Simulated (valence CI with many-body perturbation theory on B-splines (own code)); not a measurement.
**Ag XLII: electric-dipole lines**

Calculated by valence CI with perturbative core correlation (CI+MBPT): four valence electrons over a frozen Dirac-Fock core [He], radial functions for each j: 11 s, 11 p, 10 d, 8 f, 5 g, 2 h, with the one-electron correlation potential Σ1, the two-electron term Σ2, the three-electron term Σ3, Breit, model QED; selected CI, second order for the rest, scaled by the run's own slope (own B-spline code, finite nucleus).

No measured spectrum was set against this ion. As an estimate, large intervals hold to a few tenths of a per cent, small ones and those within an open d or f shell to about a per cent. Among the levels kept, up to 760 cm⁻¹ of a level comes from second order outside the variational space, and about a tenth of that is noise between levels of different J, which matters for small intervals.

Lines 51 to 100 of 550 in falling wavelength, among levels below 332.69 Ry, chosen from the strongest by gf and those to the six lowest levels. Wavelengths and rates use the calculated energies. Electric multipoles are in the length gauge, E1 and E2 with the static RPA response of the core. Weak lines are less certain than strong ones. Lines between different terms over intervals too small for the method are left out, as are lines whose strength nearly cancels. The highest levels of a list are the least certain.

Levels are named by their leading jj configuration (3d3/2^4 stands for four electrons in 3d with j = 3/2), which in mixed levels can hold well under half, so a name can repeat and another be missing. Letters in brackets count levels of one name in rising energy.

```tsv
λ vac (nm)	Upper	Lower	A (s⁻¹)	S (a.u.)
13.18	(2s 2p3/2^2 3p3/2) J=1 [a]	(2s 2p3/2^2 3s) J=2 [a]	1.69e+10	5.74e-02
13.13	(2p1/2 2p3/2^2 3p3/2) J=4	(2p1/2 2p3/2^2 3s) J=3	2.62e+10	2.63e-01
13.10	(2s 2p3/2^2 3p3/2) J=3 [b]	(2s 2p3/2^2 3s) J=2 [b]	1.75e+10	1.36e-01
13.08	(2s 2p1/2 2p3/2 3d3/2) J=2 [b]	(2s 2p1/2 2p3/2 3p1/2) J=2 [b]	1.03e+10	5.67e-02
12.94	(2s 2p1/2^2 3p3/2) J=1	(2s 2p1/2^2 3s) J=0	1.72e+10	5.52e-02
12.93	(2p1/2^2 2p3/2 3d3/2) J=2	(2p1/2^2 2p3/2 3p1/2) J=2	8.01e+09	4.27e-02
12.93	(2p1/2 2p3/2^2 3p3/2) J=3 [a]	(2p1/2 2p3/2^2 3s) J=2 [b]	1.42e+10	1.06e-01
12.90	(2p1/2 2p3/2^2 3d3/2) J=2	(2p1/2 2p3/2^2 3p1/2) J=2 [a]	7.75e+09	4.11e-02
12.87	(2s^2 2p3/2 3p3/2) J=1	(2s^2 2p3/2 3s) J=1	1.57e+10	4.95e-02
12.81	(2s 2p3/2^2 3d3/2) J=3 [a]	(2s 2p3/2^2 3p1/2) J=3	7.67e+09	5.56e-02
12.79	(2p1/2 2p3/2^2 3p3/2) J=2 [a]	(2p1/2 2p3/2^2 3s) J=1 [a]	7.29e+09	3.76e-02
12.78	(2p1/2 2p3/2^2 3p3/2) J=2 [a]	(2p1/2 2p3/2^2 3s) J=2 [b]	7.80e+09	4.02e-02
12.71	(2p1/2^2 2p3/2 3p3/2) J=3	(2p1/2^2 2p3/2 3s) J=2	3.07e+10	2.18e-01
12.67	(2s 2p1/2 2p3/2 3d3/2) J=1 [b]	(2s 2p1/2 2p3/2 3p1/2) J=2 [b]	1.38e+10	4.16e-02
12.63	(2s 2p1/2 2p3/2 3p3/2) J=2 [c]	(2s 2p1/2 2p3/2 3s) J=1 [c]	1.07e+10	5.31e-02
12.60	(2s 2p1/2 2p3/2 3d3/2) J=2 [a]	(2s 2p1/2 2p3/2 3p1/2) J=2 [a]	7.05e+09	3.48e-02
12.57	(2s 2p3/2^2 3d5/2) J=4 [a]	(2s 2p3/2^2 3p1/2) J=3	6.51e+09	5.74e-02
12.56	(2p1/2^2 2p3/2 3d3/2) J=2	(2p1/2^2 2p3/2 3p1/2) J=1	9.93e+09	4.86e-02
12.54	(2s^2 2p3/2 3p3/2) J=3	(2s^2 2p3/2 3s) J=2	1.82e+10	1.24e-01
12.44	(2p1/2^2 2p3/2 3d3/2) J=3	(2p1/2^2 2p3/2 3p1/2) J=2	2.03e+10	1.35e-01
12.41	(2s 2p3/2^2 3d3/2) J=3 [b]	(2s 2p3/2^2 3p1/2) J=2 [b]	1.09e+10	7.18e-02
12.38	(2s 2p1/2 2p3/2 3p3/2) J=4	(2s 2p1/2 2p3/2 3s) J=3	2.81e+10	2.37e-01
12.37	(2s 2p3/2^2 3d3/2) J=3 [a]	(2s 2p3/2^2 3p1/2) J=2 [a]	7.26e+09	4.74e-02
12.34	(2s 2p3/2^2 3d3/2) J=2 [a]	(2s 2p3/2^2 3p1/2) J=2 [a]	1.38e+10	6.40e-02
12.32	(2s 2p1/2 2p3/2 3p3/2) J=1 [b]	(2s 2p1/2 2p3/2 3s) J=2 [b]	1.87e+10	5.17e-02
12.32	(2s 2p1/2 2p3/2 3p3/2) J=3 [c]	(2s 2p1/2 2p3/2 3s) J=2 [c]	2.71e+10	1.75e-01
12.32	(2s 2p3/2^2 3p3/2) J=3 [a]	(2s 2p3/2^2 3s) J=3	9.16e+09	5.91e-02
12.31	(2s 2p1/2 2p3/2 3p3/2) J=2 [a]	(2s 2p1/2 2p3/2 3s) J=1 [a]	1.37e+10	6.30e-02
12.30	(2p1/2 2p3/2^2 3d3/2) J=3	(2p1/2 2p3/2^2 3p1/2) J=2 [a]	1.69e+10	1.08e-01
12.29	(2s 2p3/2^2 3p3/2) J=4	(2s 2p3/2^2 3s) J=3	1.97e+10	1.62e-01
12.24	(2s 2p1/2^2 3d3/2) J=1	(2s 2p1/2^2 3p1/2) J=0	1.33e+10	3.61e-02
12.23	(2p1/2 2p3/2^2 3p3/2) J=3 [a]	(2p1/2 2p3/2^2 3s) J=2 [a]	1.41e+10	8.92e-02
12.23	(2s 2p1/2 2p3/2 3d3/2) J=4	(2s 2p1/2 2p3/2 3p1/2) J=3	1.68e+10	1.37e-01
12.19	(2p1/2 2p3/2^2 3p3/2) J=2 [c]	(2p1/2 2p3/2^2 3s) J=1 [b]	3.11e+10	1.39e-01
12.14	(2s^2 2p3/2 3d3/2) J=2	(2s^2 2p3/2 3p1/2) J=1	9.87e+09	4.36e-02
12.12	(2s^2 2p3/2 3d3/2) J=3	(2s^2 2p3/2 3p1/2) J=2	1.18e+10	7.23e-02
12.06	(2s 2p1/2 2p3/2 3p3/2) J=3 [b]	(2s 2p1/2 2p3/2 3s) J=2 [b]	1.74e+10	1.05e-01
12.02	(2s 2p3/2^2 3d3/2) J=1 [a]	(2s 2p3/2^2 3p1/2) J=2 [a]	1.86e+10	4.79e-02
12.01	(2s 2p3/2^2 3d3/2) J=2 [c]	(2s 2p3/2^2 3p1/2) J=1 [b]	1.30e+10	5.57e-02
12.00	(2s 2p1/2 2p3/2 3d3/2) J=3 [a]	(2s 2p1/2 2p3/2 3p1/2) J=2 [a]	1.29e+10	7.71e-02
11.99	(2s 2p1/2 2p3/2 3p3/2) J=3 [a]	(2s 2p1/2^2 3d3/2) J=2	9.60e+09	5.72e-02
11.98	(2s 2p1/2 2p3/2 3d3/2) J=3 [c]	(2s 2p1/2 2p3/2 3p1/2) J=2 [c]	1.75e+10	1.04e-01
11.96	(2p1/2 2p3/2^2 3d3/2) J=1	(2p1/2 2p3/2^2 3p1/2) J=1 [a]	1.64e+10	4.16e-02
11.96	(2s 2p1/2^2 3d3/2) J=2	(2s 2p1/2^2 3p1/2) J=1	1.30e+10	5.46e-02
11.85	(2s 2p3/2^2 3p3/2) J=2 [b]	(2s 2p3/2^2 3s) J=1 [a]	2.12e+10	8.70e-02
11.84	(2p1/2 2p3/2^2 3d3/2) J=2	(2p1/2 2p3/2^2 3p1/2) J=1 [a]	7.81e+09	3.20e-02
11.79	(2p1/2 2p3/2^2 3p3/2) J=1 [c]	(2p1/2 2p3/2^2 3s) J=0	2.29e+10	5.54e-02
11.78	(2s 2p1/2 2p3/2 3d3/2) J=2 [a]	(2s 2p1/2 2p3/2 3p1/2) J=1 [a]	1.08e+10	4.37e-02
11.77	(2s^2 2p1/2 3d3/2) J=2	(2s^2 2p1/2 3p1/2) J=1	2.07e+10	8.34e-02
11.75	(2p1/2^2 2p3/2 3d3/2) J=1	(2p1/2^2 2p3/2 3p1/2) J=1	1.73e+10	4.15e-02
```
